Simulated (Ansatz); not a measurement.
Ansatz (a program for electronic structure) input (HF/3-21G): The .json file is the Basis Set Exchange's 3-21G.

Ansatz 0.2 input:
```yaml
crystal:
  periodic: [false, false, false]
  atoms:
    - {symbol: Se, position_ang: [-0.00483803, -0.00060100, 0.68657595]}
    - {symbol: Cl, position_ang: [1.11237023, 1.27416554, -0.67765679]}
    - {symbol: Cl, position_ang: [-1.10269418, -1.27296353, -0.69549512]}
basis:
  gaussian:
    orbitals: 3-21G.json
hamiltonian:
  xc: {name: HF}
relax: {f_tol: 0.003, max_steps: 120}
```

Output:

```
Functional definition: HF
integrals: 0.01 GiB planned
532 factors; integrals over basis functions are off by at most 3.5e-5 eV
mean field: 0.11 GiB planned
mean field evaluation 1: about -89879.7160 eV, gradient 1.5e1 eV
mean field evaluation 2: about -89879.7216 eV, gradient 1.5e1 eV
mean field evaluation 4: about -89880.6222 eV, gradient 1.0e0 eV
mean field evaluation 8: about -89880.6287 eV, gradient 8.4e-3 eV
mean field -89880.62871735 eV, -3303.0521820842 hartree, gradient 5.8e-5 eV, S^2 0.000000; 0 other end points of the search recorded, 0 dependent functions left out
the calculation of the forces begins
reference -89880.62871735 eV, -3303.0521820842 hartree; 34, 34 occupied and 15, 15 virtual orbitals, 532 factors
relax step   1: F+E_penalty+E_count = -89880.62871735 eV  Δ(F+E_penalty+E_count) = +0.000e0 eV  max|allowed force component| = 3.183e0 eV/Å  Δτ_max = 0.0000 Å  (29 SCF iters, accepted)
these checks for a lower state are left out or cut short: starts, cluster_reference, orbital_swaps, neighbouring_geometries, increment
integrals: 0.01 GiB planned
532 factors; integrals over basis functions are off by at most 3.5e-5 eV
mean field: 0.11 GiB planned
mean field evaluation 16: about -89880.9411 eV, gradient 1.3e-5 eV
mean field -89880.94106440 eV, -3303.0636606268 hartree, gradient 6.9e-6 eV, S^2 0.000000; 0 other end points of the search recorded, 0 dependent functions left out
the calculation of the forces begins
reference -89880.94106440 eV, -3303.0636606268 hartree; 34, 34 occupied and 15, 15 virtual orbitals, 532 factors
relax step   2: F+E_penalty+E_count = -89880.94106440 eV  Δ(F+E_penalty+E_count) = -3.123e-1 eV  max|allowed force component| = 1.069e-1 eV/Å  Δτ_max = 0.0900 Å  (34 SCF iters, accepted)
these checks for a lower state are left out or cut short: starts, cluster_reference, orbital_swaps, neighbouring_geometries, increment
integrals: 0.01 GiB planned
532 factors; integrals over basis functions are off by at most 3.5e-5 eV
mean field: 0.11 GiB planned
mean field -89880.94165258 eV, -3303.0636822419 hartree, gradient 6.4e-6 eV, S^2 0.000000; 0 other end points of the search recorded, 0 dependent functions left out
the calculation of the forces begins
reference -89880.94165258 eV, -3303.0636822419 hartree; 34, 34 occupied and 15, 15 virtual orbitals, 532 factors
relax step   3: F+E_penalty+E_count = -89880.94165258 eV  Δ(F+E_penalty+E_count) = -5.882e-4 eV  max|allowed force component| = 3.939e-2 eV/Å  Δτ_max = 0.0226 Å  (28 SCF iters, accepted)
these checks for a lower state are left out or cut short: starts, cluster_reference, orbital_swaps, neighbouring_geometries, increment
integrals: 0.01 GiB planned
532 factors; integrals over basis functions are off by at most 3.5e-5 eV
mean field: 0.11 GiB planned
mean field evaluation 32: about -89880.9420 eV, gradient 1.3e-5 eV
mean field -89880.94200928 eV, -3303.0636953503 hartree, gradient 6.9e-6 eV, S^2 0.000000; 0 other end points of the search recorded, 0 dependent functions left out
the calculation of the forces begins
reference -89880.94200928 eV, -3303.0636953503 hartree; 34, 34 occupied and 15, 15 virtual orbitals, 532 factors
relax step   4: F+E_penalty+E_count = -89880.94200928 eV  Δ(F+E_penalty+E_count) = -3.567e-4 eV  max|allowed force component| = 4.389e-4 eV/Å  Δτ_max = 0.0097 Å  (29 SCF iters, accepted)
integrals: 0.01 GiB planned
532 factors; integrals over basis functions are off by at most 3.5e-5 eV
mean field: 0.11 GiB planned
mean field -89880.94200928 eV, -3303.0636953503 hartree, gradient 6.9e-6 eV, S^2 0.000000; 1 other end points of the search recorded, 0 dependent functions left out
the calculation of the forces begins
reference -89880.94200928 eV, -3303.0636953503 hartree; 34, 34 occupied and 15, 15 virtual orbitals, 532 factors
Total energy: -89880.94200928 eV, -3303.0636953503 hartree
Atom 0 at    -0.005442    -0.000676     0.772358 Å, force    -0.000002    -0.000000     0.000228 eV/Å
Atom 1 at     1.159123     1.327617    -0.720174 Å, force    -0.000381    -0.000439    -0.000117 eV/Å
Atom 2 at    -1.148842    -1.326340    -0.738760 Å, force     0.000382     0.000439    -0.000111 eV/Å
Dipole moment:    -0.003997    -0.000496     0.567171 e Å
```

The geometry given is a B3LYP-D3(BJ)/def2-TZVP minimum.
